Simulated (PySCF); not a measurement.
SMILES F[Si](F)O[Si](F)(F)F, doublet at its PBE0/def2-SVP optimised geometry (Å):

```
8

F     -1.0457     0.7677     0.0000
Si    -0.5640    -0.7677     0.0000
F      1.0457    -0.7677     0.0000
O     -1.0678    -1.4456    -1.4113
Si    -1.6852    -2.5281    -2.4377
F     -1.2180    -2.2036    -3.9217
F     -3.2752    -2.5003    -2.3857
F     -1.2009    -3.9968    -2.0590
```

Method: unrestricted PBE0/def2-TZVP run with PySCF 2.14.0. Cells within 0.4 Å of a nucleus heavier than hydrogen are left out (blank, or x).

Map of the HOMO amplitude (α) (bohr^(-3/2)) on the plane z = 0.0 Å; orbital energy -7.96 eV, overall sign arbitrary:

```
|44444444444444444444444444444|
|44444444444444444444444444444|
|44444444444444444444444444444|
|44444444444444444444444444444|
|44444444444444444444444444444|
|44444444444444444444444444444|
|44444444555554444444444444444|
|44444445555555444444444444444|
|44444445566655544444444444444|
|44444445678765544444444444444|
|444444445xxx55444444444444444|
|444444443xxx44444444444444444|
|444444431xxx24444444544444444|
|44444444200134444455555444444|
|44445554433344444455555544444|
|44455555555445443356665544444|
|44455566775xx4432xxx865544444|
|44555667885xxx430xxx865544444|
|44555667897xxx531xxx665544444|
|44555667899877643114555544444|
|44555567899998754334444444444|
|44455566788988765444444444444|
|44455556677777665444444444444|
|44445555666666655544444444444|
|44444555556666555544444444444|
|44444455555555555444444444444|
|44444445555555554444444444444|
|44444444445555444444444444444|
|44444444444444444444444444444|
```
Scale: ten equal steps from -0.113 (start of '0') to 0.133 (end of '9'), in the order '0123456789'; x runs from -3.50 to 3.50, y from -3.50 (bottom) to 3.50 (top).
